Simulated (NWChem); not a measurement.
System: C₃H₃N₂, doublet; SMILES [N]1C=NC=C1

Parts of the log:

```
             Northwest Computational Chemistry Package (NWChem) 7.3.0
             --------------------------------------------------------

 C2V symmetry detected

                             Geometry "geometry" -> ""
                             -------------------------

 Output coordinates in angstroms (scale by  1.889725989 to convert to a.u.)

  No.       Tag          Charge          X              Y              Z
 ---- ---------------- ---------- -------------- -------------- --------------
    1 C                    6.0000    -0.74216200     0.00000000    -0.87890674
    2 C                    6.0000     0.74216200     0.00000000    -0.87890674
    3 N                    7.0000     1.17351000     0.00000000     0.37481326
    4 C                    6.0000     0.00000000     0.00000000     1.09858926
    5 N                    7.0000    -1.17351000     0.00000000     0.37481326
    6 H                    1.0000    -1.42138600     0.00000000    -1.74591274
    7 H                    1.0000     1.42138600     0.00000000    -1.74591274
    8 H                    1.0000     0.00000000     0.00000000     2.19978526

 Effective nuclear repulsion energy (a.u.)     152.0113984052

      Symmetry information
      --------------------

 Group name             C2v
 Group number             16
 Group order               4
 No. of unique centers     5

                                 NWChem DFT Module
                                 -----------------

 Summary of "ao basis" -> "ao basis" (spherical)
 ------------------------------------------------------------------------------
       Tag                 Description            Shells   Functions and Types
 ---------------- ------------------------------  ------  ---------------------
 C                           6-31g*                  6       14   3s2p1d
 N                           6-31g*                  6       14   3s2p1d
 H                           6-31g*                  2        2   2s

      Symmetry analysis of basis
      --------------------------

        a1         31
        a2          9
        b1         25
        b2         11

            General Information
            -------------------
          SCF calculation type: DFT
          Wavefunction type:  spin polarized.
          No. of atoms     :     8
          No. of electrons :    35
           Alpha electrons :    18
            Beta electrons :    17
          Charge           :     0
          Spin multiplicity:     2
          Use of symmetry is: on ; symmetry adaption is: on
          Maximum number of iterations: 150
          AO basis - number of functions:    76
                     number of shells:    36
          Convergence on energy requested:  1.00D-06
          Convergence on density requested:  1.00D-05
          Convergence on gradient requested:  5.00D-04

              XC Information
              --------------
                  TPSS metaGGA Exchange Functional  1.000
             TPSS03 metaGGA Correlation Functional  1.000

             Grid Information
             ----------------
          Grid used for XC integration:  medium
          Radial quadrature: Mura-Knowles
          Angular quadrature: Lebedev.
          Tag              B.-S. Rad. Rad. Pts. Rad. Cut. Ang. Pts.
          ---              ---------- --------- --------- ---------
          C                   0.70       49           9.0       434
          N                   0.65       49           9.0       434
          H                   0.35       45          10.0       434
          Grid pruning is: on
          Number of quadrature shells:   237
          Spatial weights used: Becke

      Superposition of Atomic Density Guess
      -------------------------------------

 Sum of atomic energies:        -223.06293655

      Non-variational initial energy
      ------------------------------

 Total energy =    -225.905695
 1-e energy   =    -602.221003
 2-e energy   =     224.303910
 HOMO         =      -0.185697
 LUMO         =       0.070996

   Symmetry analysis of molecular orbitals - initial alpha
   -------------------------------------------------------

  Numbering of irreducible representations:

     1 a1          2 a2          3 b1          4 b2

  Orbital symmetries:

     1 a1          2 b1          3 a1          4 b1          5 a1
     6 a1          7 b1          8 a1          9 b1         10 a1
    11 a1         12 b2         13 b1         14 a1         15 a2
    16 a1         17 b1         18 b2         19 b2         20 a2
    21 a1         22 b1         23 a1         24 b1         25 a1
    26 a1         27 b1         28 b1

   Symmetry analysis of molecular orbitals - initial beta
   ------------------------------------------------------

  Numbering of irreducible representations:

     1 a1          2 a2          3 b1          4 b2

  Orbital symmetries:

[...]

                         DFT ENERGY GRADIENTS

    atom               coordinates                        gradient
                 x          y          z           x          y          z
   1 C      -1.402483   0.000000  -1.660893    0.001096   0.000000   0.008229
   2 C       1.402483   0.000000  -1.660893   -0.001096   0.000000   0.008229
   3 N       2.217612   0.000000   0.708294   -0.006162   0.000000  -0.001358
   4 C       0.000000   0.000000   2.076033    0.000000   0.000000  -0.008426
   5 N      -2.217612   0.000000   0.708294    0.006162  -0.000000  -0.001358
   6 H      -2.686030   0.000000  -3.299297   -0.005294   0.000000  -0.007569
   7 H       2.686030   0.000000  -3.299297    0.005294   0.000000  -0.007569
   8 H       0.000000   0.000000   4.156991    0.000000   0.000000   0.009823
```

Level: TPSS/6-31G* (spherical d), spin-unrestricted. In the optimisation the excess spin sits in b2 (C2v, its own frame). All runs use the structure optimised with PBE-D3(BJ)/def2-SVP, spin-unrestricted. No stability test was run on the SCF state.

**Question.** Which NWChem input produces such a log?

**Answer.** This is not unique; one that fits is the input that was run:
```
start job
memory heap 200 mb stack 900 mb global 1100 mb
geometry units angstroms noautoz
  C     -0.742162     0.000000    -0.872744
  C      0.742162     0.000000    -0.872744
  N      1.173510     0.000000     0.380976
  C      0.000000     0.000000     1.104752
  N     -1.173510     0.000000     0.380976
  H     -1.421386     0.000000    -1.739750
  H      1.421386     0.000000    -1.739750
  H      0.000000     0.000000     2.205948
end
basis spherical
  * library 6-31g*
end
dft
  odft
  mult 2
  xc xtpss03 ctpss03
  iterations 150
  grid medium becke
end
task dft gradient
```
